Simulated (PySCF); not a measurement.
## Excitation energy of Sc⁺ by level of theory

Sc⁺ [Ar] 3d1 4s1 (3D) → Sc⁺ [Ar] 3d2 (3F), as a difference of total energies. Calculation: PySCF 2.14, in x2c-QZVPPall; the spin-free X2C one-electron Hamiltonian (Gaussian nucleus). Correlated levels: valence: [Ar] frozen; valence and next inner shell: [Ne] frozen. The calculations carry no spin-orbit coupling.

| method | excitation energy (eV) | error (eV) |
| --- | --- | --- |
| UHF | 0.911 | +0.315 |
| LDA | 0.326 | -0.270 |
| PBE | 0.238 | -0.358 |
| PBE0 | 0.294 | -0.302 |
| wB97M-V | 0.287 | -0.309 |
| LC-wPBE | 0.086 | -0.510 |
| BP86 | 0.225 | -0.371 |
| PBEsol | 0.239 | -0.357 |
| MP2 (valence) | 0.850 | +0.254 |
| SCS-MP2 (valence) | 0.891 | +0.295 |
| MP2 (valence and next inner shell) | 0.770 | +0.174 |
| SCS-MP2 (valence and next inner shell) | 0.793 | +0.197 |

Reference: 0.596 eV (measured; NIST levels, between the centres of gravity of the two terms).

Errors of the correlated levels include the incompleteness of this basis and the frozen core.
